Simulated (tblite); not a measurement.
Run record: nudged-elastic-band run, `N#C[C@]1(C[SiH3])[C@@H]2C[C@@H]21`.

Computed with GFN2-xTB (tblite), gas phase: nudged elastic band of 9 images (0 to 8), spring 0.2 eV/Å², climbing image at the end, force threshold 0.05 eV/Å. No saddle search or frequency run followed, so the top image need not be a first-order saddle, and its height can exceed the method's true barrier by a kcal/mol or more. The command runs a driver script over a list of jobs; the input below is this job's line of settings and its coordinates in Å. «atoms» counts from 0 and names the dihedral (C2–C3–C4–Si5 when counted from 1); «turn» is the rotation in degrees that makes the guess of the end point.

Command:
```bash
OMP_NUM_THREADS=1 python probes_run.py task.json out
```

Input:
```
{"job": {"kind": "neb", "xc": "GFN2-xTB", "basis": "xTB", "atoms": [1, 2, 3, 4], "turn": 120}, "charge": 0, "multiplicity": 1}
N      0.125429    -2.805678    -0.590036
C     -0.056283    -1.692676    -0.390531
C     -0.251148    -0.305419    -0.108772
C      0.964653     0.344852     0.523085
Si     2.440957     0.466802    -0.682441
C     -1.628542     0.161230     0.301288
C     -2.357417    -0.300413    -0.921613
C     -1.108645     0.516054    -1.039854
H      1.253845    -0.229760     1.405960
H      0.682221     1.340038     0.872321
H      2.049150     1.332220    -1.797829
H      2.786043    -0.863423    -1.171961
H      3.557353     1.065379     0.049020
H     -1.943276     0.711107     1.162120
H     -3.294487     0.190911    -1.152153
H     -2.336992    -1.349469    -1.191682
H     -0.889859     1.430272    -1.547903
```

**Question.** What does the run print?

**Answer.** 
```
image   E - E0 / eV
  0       0.0000
  1       0.0121
  2       0.0416
  3       0.0631
  4       0.0649
  5       0.0531
  6       0.0407
  7       0.0360
  8       0.0240
```

**Question.** Read off the barriers.

**Answer.** The highest image is 4: 0.065 eV (1.50 kcal/mol) above the start and 0.041 eV (0.94 kcal/mol) above the end. The band met its force threshold.

**Question.** Which dihedral does each image have?

**Answer.** 0: 68°, 1: 83°, 2: 97°, 3: 112°, 4: 127°, 5: 143°, 6: 158°, 7: 173°, 8: -173°.

**Question.** Give the geometry of the highest image and of the end point.

**Answer.** 
Image 4:
```
atom  x, y, z in Å
N1     -0.536   -3.051    0.352
C2     -0.429   -1.923    0.180
C3     -0.234   -0.521   -0.014
C4      1.089   -0.028    0.559
Si5     2.164    0.948   -0.677
C6     -1.430    0.396    0.049
C7     -2.234   -0.253   -1.035
C8     -0.803    0.117   -1.261
H9      1.659   -0.887    0.921
H10     0.882    0.589    1.437
H11     1.468    2.182   -1.056
H12     2.386    0.113   -1.857
H13     3.425    1.297   -0.029
H14    -1.591    1.268    0.645
H15    -2.981    0.358   -1.527
H16    -2.511   -1.297   -0.949
H17    -0.330    0.703   -2.018
```

Image 8:
```
atom  x, y, z in Å
N1     -1.046   -2.656    1.273
C2     -0.708   -1.739    0.675
C3     -0.222   -0.598   -0.040
C4      1.224   -0.300    0.317
Si5     1.961    1.314   -0.379
C6     -1.185    0.519   -0.354
C7     -2.176   -0.302   -1.119
C8     -0.717   -0.364   -1.445
H9      1.836   -1.143   -0.019
H10     1.312   -0.282    1.407
H11     1.274    2.474    0.193
H12     1.848    1.350   -1.838
H13     3.370    1.336    0.007
H14    -1.133    1.564   -0.141
H15    -2.816    0.221   -1.819
H16    -2.654   -1.149   -0.640
H17    -0.176   -0.233   -2.357
```

On one thread of an Intel Xeon 6975P-C, shared host with 192 logical CPUs at a one-minute load of 40, this took 3.6 s wall and 0.19 GiB of memory at its peak.
